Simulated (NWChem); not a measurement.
# CH4Cl2OSn; SMILES [SnH]([O]C)([Cl])[Cl]

```xyz
9

Sn     0.0824    -0.5235     0.0000
Cl     0.9663     0.5806    -1.8939
Cl     0.9663     0.5806     1.8939
O     -1.8914    -0.2543     0.0000
C     -2.4156     1.0667     0.0000
H      0.4069    -2.2091     0.0000
H     -3.5230     0.9843     0.0000
H     -2.1149     1.6469    -0.9026
H     -2.1149     1.6469     0.9026
```
Atoms are numbered in this order, from 1.

Program: NWChem. The geometry was optimised at PBE-D3(BJ)/def2-SVP. No frequency run checked for a minimum. def2 effective core potentials on Sn; no spin-orbit coupling. Total energies of different functionals are on different scales.

| level | energy (Ha) | highest occupied level (eV) | orbital gap (eV) | dipole (D) |
|---|---|---|---|---|
| B3LYP/def2-SVP | -1250.2329 | -7.87 | 5.53 | 1.10 |
| PBE/def2-SVP | -1249.6164 | -6.55 | 3.57 | 1.14 |
| revPBE/def2-SVP | -1249.9715 | -6.52 | 3.61 | 1.17 |
| PW91/def2-SVP | -1250.1490 | -6.61 | 3.56 | 1.13 |
| TPSSh/def2-SVP | -1250.1017 | -7.38 | 4.79 | 1.20 |
| B97-D/def2-SVP | -1250.5308 | -6.61 | 3.57 | 1.18 |
| BLYP/def2-SVP | -1250.0277 | -6.40 | 3.54 | 1.05 |
| LC-BLYP (range parameter 0.33 per bohr)/def2-SVP | -1249.1781 | -10.36 | 10.29 | 1.14 |
| CAM-B3LYP/def2-SVP | -1250.0895 | -9.57 | 8.56 | 1.14 |
| TPSS/def2-SVP | -1250.1138 | -6.74 | 3.82 | 1.20 |
